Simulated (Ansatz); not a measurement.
Species: [W(=O)(F)4] (charge 0, multiplicity 1).

Question: Give a relaxed geometry from PBE-D3(BJ)/def2-SVP (Ansatz, a program for electronic structure).

Answer: the end point of this relaxation.
Z-matrix (Å, degrees):
```
W
O 1 1.6954
F 1 1.8715 2 105.02
F 1 1.8715 2 105.02 3 -180.00
F 1 1.8716 2 105.01 3 90.00
F 1 1.8716 2 105.01 5 -180.00
```
